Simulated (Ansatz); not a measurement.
C4H7B can be A, `C=C1CB1C`, or B, `C=CBC=C`.

Computed with Ansatz on PBE0-D4/def2-TZVP structures; ΔE is electronic, products minus reactants. CCSD(T)/CBS is the MP2 limit (def2-TZVPP, def2-QZVPP) plus CCSD(T) − MP2 in def2-TZVPP, frozen cores. DFT in def2-TZVPP. B3LYP here is the variant with VWN-RPA as its local correlation; programs differ in this. One conformer a species, not always the lowest.

Problem. Which isomer does CCSD(T)/CBS put lower? Give the gap. (Best estimate.)

Solution. The calculation gave: B, by 18.4 kcal/mol.

Problem. Give E(B) − E(A) in kcal/mol with r2SCAN-D4, CCSD(T)/def2-TZVPP, HF/def2-TZVPP, B3LYP, B3LYP-D4, MP2/def2-TZVPP, ωB97M-V. (Estimate.)

Solution. Computed: r2SCAN-D4 -12.8, CCSD(T)/def2-TZVPP -18.8, HF/def2-TZVPP -24.9, B3LYP -17.8, B3LYP-D4 -17.8, MP2/def2-TZVPP -16.5, ωB97M-V -15.4. None reverses the order clearly.

Largest T1 diagnostic: 0.011.

In def2-TZVPP, CCSD(T) changes the Hartree–Fock value by +6.1 kcal/mol (the triples alone add +0.1 kcal/mol) and MP2 by +8.4 kcal/mol.
